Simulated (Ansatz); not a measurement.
Harmonic frequencies (cm⁻¹) at PBE0-D4/def2-TZVP from Ansatz: 229, 444, 452, 574, 577, 660, 756, 804, 877, 918, 965, 1147, 1171, 1269, 1442, 1642, 2117, 2130, 3082, 3131, 3137.

Task: Which molecule is it?
A. `C1=[N][GeH2][CH2]1`
B. `[CH]1=N[CH2][GeH2]1`
C. `[CH3][GeH]1[CH]=[N]1`
D. `C=N[SiH](O)F`

Result: B.
